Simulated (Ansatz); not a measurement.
Mulliken charges of `CBC(F)Cl` from B3LYP/def2-TZVPP in Ansatz (PBE0-D4/def2-TZVP geometry).

```json
{"atom": "C1", "x (Å)": "-1.200", "y (Å)": "0.231", "z (Å)": "-0.598", "charge (e)": "-0.298"}
{"atom": "B2", "x (Å)": "0.121", "y (Å)": "-0.530", "z (Å)": "-0.305", "charge (e)": "-0.075"}
{"atom": "C3", "x (Å)": "1.047", "y (Å)": "-0.126", "z (Å)": "0.892", "charge (e)": "0.210"}
{"atom": "F4", "x (Å)": "0.536", "y (Å)": "0.672", "z (Å)": "1.857", "charge (e)": "-0.202"}
{"atom": "Cl5", "x (Å)": "2.052", "y (Å)": "0.869", "z (Å)": "-0.262", "charge (e)": "-0.116"}
{"atom": "H6", "x (Å)": "-1.387", "y (Å)": "0.359", "z (Å)": "-1.666", "charge (e)": "0.106"}
{"atom": "H7", "x (Å)": "-2.013", "y (Å)": "-0.411", "z (Å)": "-0.227", "charge (e)": "0.091"}
{"atom": "H8", "x (Å)": "-1.291", "y (Å)": "1.191", "z (Å)": "-0.088", "charge (e)": "0.101"}
{"atom": "H9", "x (Å)": "0.486", "y (Å)": "-1.469", "z (Å)": "-0.948", "charge (e)": "0.041"}
{"atom": "H10", "x (Å)": "1.734", "y (Å)": "-0.838", "z (Å)": "1.348", "charge (e)": "0.141"}
```

By hand: the dipole of these point charges (1 e Å = 4.8032 D).

Σ q r = (0.026, -0.350, -0.011) e Å, of length 0.351 e Å = 1.69 D.

How does the dipole of the full density compare? (Estimate.)

The calculation gave: (-0.071, -0.235, -0.003) e Å, 1.18 D; the point charges give 1.43 times that, at 21° from its direction.

Point charges leave out the atoms' own dipoles, such as those of lone pairs, and Mulliken's split depends on the basis, so the two needn't agree.

B3LYP here is the variant with VWN-RPA as its local correlation; programs differ in this.
